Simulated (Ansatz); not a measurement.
Z-matrix (Å, degrees):
```
Si
F 1 1.601
N 1 1.712 2 112.7
N 1 1.702 2 104.7 3 -116.9
H 1 1.477 2 105.0 3 117.8
Si 3 1.710 1 128.8 2 91.7
H 3 1.011 1 115.3 2 -86.9
H 4 1.007 1 120.0 2 -37.4
H 4 1.007 1 120.5 2 176.4
N 6 1.696 3 108.4 1 -36.6
Cl 6 2.064 3 114.1 1 79.7
H 6 1.481 3 106.7 1 -165.1
H 10 1.005 6 122.2 3 151.5
H 10 1.006 6 121.8 3 -49.1
```

The species carries charge 0 and has multiplicity 1.

List the PBE/def2-TZVPP orbital energies in eV (the Gaussian-basis code of Ansatz). (Estimate.)

The calculation gave: Occupied: -2738.55, -1780.64, -1780.46, -659.46, -380.19, -380.18, -380.13, -249.14, -189.82, -189.67, -189.67, -138.20, -138.03, -95.00, -94.93, -94.89, -94.82, -94.77, -94.73, -29.20, -21.72, -21.32, -20.81, -20.05, -13.72, -13.32, -12.48, -12.40, -11.53, -11.03, -10.59, -10.21, -9.90, -9.42, -8.99, -8.45, -7.79, -7.41, -6.91, -6.52, -6.21. Lowest empty: -0.01, 0.13, 0.31, 0.45, 0.90, 1.27, 1.59, 1.91.
